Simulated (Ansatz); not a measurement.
Potential energy curve for H3B, SMILES B. The B1–H4 bond (B1 also carries H, H; H4 carries nothing else) is pulled apart rigidly from the PBE0/def2-TZVP optimised geometry.

RKS-PBE = restricted PBE/cc-pVDZ in Ansatz (a program for electronic structure); UKS-PBE = unrestricted PBE/cc-pVDZ (Ansatz); RKS-PBE0 = restricted PBE0/cc-pVDZ (Ansatz); FCI = Ansatz with full CI/cc-pVDZ, frozen core.

Energies relative to the lowest point of each curve near equilibrium, in eV; the last columns give the error against full CI:

```csv
R / Å,RKS-PBE,UKS-PBE,RKS-PBE0,FCI,RKS-PBE − FCI,UKS-PBE − FCI,RKS-PBE0 − FCI
0.90,1.984,1.984,1.952,1.998,-0.014,-0.014,-0.045
0.97,1.040,1.040,1.011,1.039,0.000,0.000,-0.028
1.00,0.753,0.753,0.727,0.750,0.004,0.004,-0.022
1.07,0.296,0.296,0.277,0.289,0.007,0.007,-0.012
1.12,0.111,0.111,0.100,0.106,0.005,0.005,-0.006
1.16,0.029,0.029,0.024,0.027,0.003,0.003,-0.002
1.19,0.000,0.000,0.000,0.000,0.000,0.000,0.000
1.24,0.001,0.001,0.010,0.007,-0.006,-0.006,0.003
1.27,0.026,0.026,0.041,0.036,-0.010,-0.010,0.005
1.29,0.052,0.052,0.070,0.065,-0.013,-0.013,0.006
1.38,0.236,0.236,0.273,0.264,-0.028,-0.028,0.010
1.48,0.531,0.531,0.591,0.577,-0.046,-0.046,0.014
1.59,0.915,0.915,1.001,0.980,-0.064,-0.064,0.021
1.76,1.553,1.553,1.681,1.637,-0.084,-0.084,0.044
1.95,2.251,2.251,2.429,2.334,-0.083,-0.083,0.095
2.16,2.953,2.953,3.190,2.997,-0.044,-0.044,0.193
2.39,3.617,3.617,3.919,3.565,0.052,0.052,0.354
2.62,4.169,4.070,4.537,3.971,0.198,0.099,0.566
2.92,4.737,4.367,5.190,4.298,0.438,0.069,0.891
3.22,5.161,4.499,5.695,4.470,0.691,0.029,1.226
3.62,5.557,4.565,6.191,4.568,0.989,-0.003,1.623
4.17,5.888,4.591,6.635,4.608,1.280,-0.017,2.026
```

RKS-PBE is furthest from FCI at 4.17 (1.280 eV, above); its mean absolute error over the points is 0.184 eV.

UKS-PBE is furthest from FCI at 2.62 (0.099 eV, above); its mean absolute error over the points is 0.031 eV.

RKS-PBE0 is furthest from FCI at 4.17 (2.026 eV, above); its mean absolute error over the points is 0.327 eV.

The restricted form behind RKS-PBE, RKS-PBE0 keeps the bonding electrons paired and can't separate into open-shell fragments. The unrestricted determinant behind UKS-PBE is spin-contaminated at 2.62 to 4.17 Å (<S²> up to 1.0, against 0.00 for a pure singlet).
